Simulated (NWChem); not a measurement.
System: hexafluoroethane (C$_{2}$F$_{6}$); SMILES FC(F)(C(F)(F)F)F

```xyz
8

F     -0.4863     1.1468    -1.2185
C      0.0000     0.0000    -0.7710
F      1.2363    -0.1522    -1.2185
F     -0.7500    -0.9946    -1.2185
C      0.0000     0.0000     0.7710
F      0.7557     0.9902     1.2185
F     -1.2354     0.1593     1.2185
F      0.4797    -1.1495     1.2185
```
Atoms are numbered in this order, from 1.

Results from NWChem. Medium grid unless said otherwise, to which SCAN and Minnesota functionals are sensitive. The geometry was optimised at PBE0/def2-SVP. B3LYP is NWChem's, with the RPA form of VWN correlation. Total energies of different functionals are on different scales.

| level | energy (Ha) | highest occupied level (eV) | orbital gap (eV) | relative time |
|---|---|---|---|---|
| LDA (Slater exchange, VWN5)/def2-TZVPD | -671.1640 | -9.75 | 9.58 | 1 |
| PBE/def2-TZVPD | -674.9398 | -9.50 | 9.32 | 1 |
| BLYP/def2-TZVPD | -675.5164 | -9.50 | 9.23 | 1 |
| TPSS/def2-TZVPD | -675.6267 | -9.62 | 9.60 | 1 |
| r2SCAN/def2-TZVPD | -675.3096 | -9.92 | 10.46 | 1 |
| B3LYP/def2-TZVPD | -675.5775 | -11.19 | 11.27 | 1 |
| PBE0/def2-TZVPD | -674.9363 | -11.38 | 11.79 | 1 |
| M06-2X/def2-TZVPD | -675.3604 | -13.21 | 13.52 | 1 |
| CAM-B3LYP/def2-TZVPD | -675.4235 | -13.00 | 13.80 | 10 |
| Hartree-Fock/def2-TZVPD | -672.6842 | -16.20 | 17.95 | 1 |

The last column is a rough cost ratio, cheapest run = 1.
